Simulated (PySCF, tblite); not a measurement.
Species: C₇H₁₅PSi.
SMILES with atom numbers: `[CH2:1]=[CH:2][Si@H:3]([PH2:4])[CH:5]1[CH2:6][CH2:7][CH2:8][CH2:9]1` (hydrogens: H10, H11 on C1; H12 on C2; H13 on Si3; H14, H15 on P4; H16 on C5; H17, H18 on C6; H19, H20 on C7; H21, H22 on C8; H23, H24 on C9)

Structure used (GFN2-xTB), in Å, numbered top down from 1:
```xyz
24
C7H15PSi angstrom
C      3.4364   -1.2847    0.6798
C      2.4423   -1.1988   -0.1886
Si     1.3693    0.3407   -0.3959
P      2.2038    1.9290    0.9613
C     -0.4139   -0.0082    0.1779
C     -1.1455   -1.0827   -0.6225
C     -2.6209   -0.8974   -0.2436
C     -2.7570    0.5707    0.2072
C     -1.3613    1.1839    0.0478
H      3.6913   -0.4502    1.3179
H      4.0379   -2.1728    0.8023
H      2.2149   -2.0554   -0.8107
H      1.3524    0.7211   -1.8239
H      3.3407    2.1357    0.2025
H      1.5371    2.9750    0.3522
H     -0.4005   -0.3161    1.2295
H     -0.7832   -2.0852   -0.3996
H     -1.0082   -0.9026   -1.6901
H     -3.2769   -1.1247   -1.0832
H     -2.8860   -1.5688    0.5737
H     -3.4984    1.1090   -0.3822
H     -3.0674    0.6164    1.2513
H     -1.2595    1.6284   -0.9445
H     -1.1590    1.9573    0.7889
```

Theory: PBE0/pcSseg-1 in PySCF (dipole) on a GFN2-xTB geometry, gas phase.

Take the most abundant isotopes and a rigid rotor. The values belong to one conformer with, in the numbering `[CH2:1]=[CH:2][Si@H:3]([PH2:4])[CH:5]1[CH2:6][CH2:7][CH2:8][CH2:9]1`, C1–C2–Si3–P4 4°, C2–Si3–P4–H 71° and 164°, C2–Si3–C5–C6 -63°, Si3–C5–C6–C7 -165°, C5–C6–C7–C8 25°, C6–C7–C8–C9 1°, C7–C8–C9–C5 -26°.

(1) Give the principal moments of inertia and the rotational constants in MHz.

(2) Classify the top.

(3) What does the inertial defect say?

(4) Give the other two planar moments, Paa and Pbb, and the rms extents of the mass along the axes.

(5) Where do the levels up to J = 2 lie, in cm⁻¹?

(6) Predict some low-J microwave lines.

(7) Estimate the classical rotational partition function at 25 K, 50 K and 298.15 K.

Answers

(1) Ia = 276.18, Ib = 739.82, Ic = 944.06 u·Å²; 505379 MHz·u·Å²/I gives A = 1830, B = 683.1, C = 535.3 MHz.

(2) An asymmetric top: κ = (2 × 683.1 − 1830 − 535.3)/(1830 − 535.3) = -0.77.

(3) Not planar: Δ = Ic − Ia − Ib = -71.94 u·Å². For a rigid frame Δ = −2 Σ m c², so Σ m c² = 35.97 u·Å² lies off the ab plane: 15.98 from hydrogen and 19.99 from heavier atoms. The atom farthest from that plane is 2.08 Å away.

(4) Paa = Σ m a² = (Ib + Ic − Ia)/2 = 703.85 and Pbb = Σ m b² = (Ia + Ic − Ib)/2 = 240.21 u·Å². With the mass M = 158.07 u, the rms extents √(P/M) along a, b and c are 2.11, 1.23, 0.48 Å.

(5) Above 0(0,0):
J = 1: 1(0,1) 0.0406, 1(1,1) 0.0789, 1(1,0) 0.0838
J = 2: 2(0,2) 0.1215, 2(1,2) 0.1553, 2(1,1) 0.1700, 2(2,1) 0.2848, 2(2,0) 0.2852
The levels of one J sum to (2J + 1)J(J + 1)(A + B + C)/3.

(6) The dipole components are |μa| = 0.67 D, |μb| = 0.65 D, |μc| = 0.49 D. Intensities carry the squares of the components, which stand as 1.00 : 0.92 : 0.53 (a : b : c). Some lines, for components of 0.1 D or more:

| type | branch | J(Ka,Kc) | MHz | lower level (cm⁻¹) |
| --- | --- | --- | --- | --- |
| b | R | 3(1,2) ← 2(2,1) | 428 | 0.285 |
| a | Q | 3(1,2) ← 3(1,3) | 886 | 0.270 |
| b | R | 2(0,2) ← 1(1,1) | 1277 | 0.079 |
| a | Q | 4(1,3) ← 4(1,4) | 1473 | 0.421 |
| b | Q | 4(2,2) ← 4(1,3) | 3144 | 0.471 |
| a | R | 3(2,2) ← 2(2,1) | 3655 | 0.285 |
| a | R | 3(2,1) ← 2(2,0) | 3708 | 0.285 |
| a | R | 3(1,2) ← 2(1,1) | 3868 | 0.170 |
| c | R | 2(1,1) ← 1(0,1) | 3879 | 0.041 |
| b | R | 4(0,4) ← 3(1,3) | 3911 | 0.270 |
| a | R | 4(3,2) ← 3(3,1) | 4898 | 0.611 |
| a | R | 4(2,2) ← 3(2,1) | 4991 | 0.409 |
| b | R | 4(1,4) ← 3(0,3) | 5389 | 0.242 |
| c | Q | 4(3,2) ← 4(2,2) | 5953 | 0.575 |
| b | R | 2(2,1) ← 1(1,0) | 6025 | 0.084 |
| b | Q | 4(3,2) ← 4(2,3) | 6146 | 0.569 |
| b | R | 3(2,2) ← 2(1,1) | 7096 | 0.170 |
| c | R | 3(2,2) ← 2(1,2) | 7539 | 0.155 |
| b | R | 3(3,1) ← 2(2,0) | 9753 | 0.285 |
| c | R | 3(3,1) ← 2(2,1) | 9767 | 0.285 |
| b | R | 3(3,0) ← 2(2,1) | 9767 | 0.285 |
| b | R | 4(3,2) ← 3(2,1) | 10944 | 0.409 |
| c | R | 4(3,2) ← 3(2,2) | 11010 | 0.407 |
| b | R | 4(3,1) ← 3(2,2) | 11015 | 0.407 |
| b | R | 4(4,1) ← 3(3,0) | 13420 | 0.611 |
| c | R | 4(4,1) ← 3(3,1) | 13421 | 0.611 |

(7) Point group C1, symmetry number σ = 1; q = (√π/σ)·√((kT/h)³/(ABC)), k/h = 20836.6 MHz/K: 25800 at 25 K, 72900 at 50 K, 1060000 at 298.15 K.

Its GFN2-xTB frequencies are all real (lowest 26 cm⁻¹). No vibrational averaging or centrifugal distortion is included, and the geometry carries the error of its method.

On Intel Xeon at 2.50 GHz, one thread, on a shared host, this took 2.6 min wall and 1.1 GiB of memory at its peak. This is the PBE0/pcSseg-1 job that gave the dipole, with the shieldings it also computed.
